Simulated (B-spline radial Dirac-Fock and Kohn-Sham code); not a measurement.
## Elastic scattering of 5.52 keV positrons by the free silicon atom

Method: relativistic (Dirac) partial waves in the static field of the Dirac-Fock atom, without polarisation or absorption potentials. Computed with a radial B-spline solver.

Input of the calculation (task.json; shells as n, l, electrons):

```json
{"items": [{
  "Z": 14,
  "q": 0,
  "cfg": [[1, 0, 2], [2, 0, 2], [2, 1, 6], [3, 0, 2], [3, 1, 2]],
  "A": 28,
  "rrms": 3.1224,
  "do": "elastic",
  "energies": [[5520.0, 1]],
  "theta": [5, 10, 15, 20, 25, 30, 35, 40, 45, 50, 55, 60, 65, 70, 75, 80, 85, 90, 95, 100, 105, 110, 115, 120, 125, 130, 135, 140, 145, 150, 155, 160, 165, 170, 175]
}]}
```

Launch: `python xray2_run.py task.json out`

| θ (°) | dσ/dΩ (a₀²/sr) |
| --- | --- |
| 5 | 9.62 |
| 10 | 1.26 |
| 15 | 0.383 |
| 20 | 0.154 |
| 25 | 0.0722 |
| 30 | 0.0382 |
| 35 | 0.0221 |
| 40 | 0.0138 |
| 45 | 0.00905 |
| 50 | 0.00623 |
| 55 | 0.00445 |
| 60 | 0.00329 |
| 65 | 0.00250 |
| 70 | 0.00194 |
| 75 | 0.00155 |
| 80 | 0.00125 |
| 85 | 0.00104 |
| 90 | 0.000869 |
| 95 | 0.000739 |
| 100 | 0.000638 |
| 105 | 0.000557 |
| 110 | 0.000492 |
| 115 | 0.000439 |
| 120 | 0.000397 |
| 125 | 0.000361 |
| 130 | 0.000332 |
| 135 | 0.000309 |
| 140 | 0.000289 |
| 145 | 0.000273 |
| 150 | 0.000260 |
| 155 | 0.000249 |
| 160 | 0.000241 |
| 165 | 0.000235 |
| 170 | 0.000230 |
| 175 | 0.000228 |

The total elastic cross section is 1.21 a₀², the first transport cross section 0.0233 a₀² and the second, weighted with (3/2) sin²θ, 0.0543 a₀². The mean deflection is ⟨1 − cos θ⟩ = 0.0192, and 0.23 % of the collisions scatter beyond 90°.
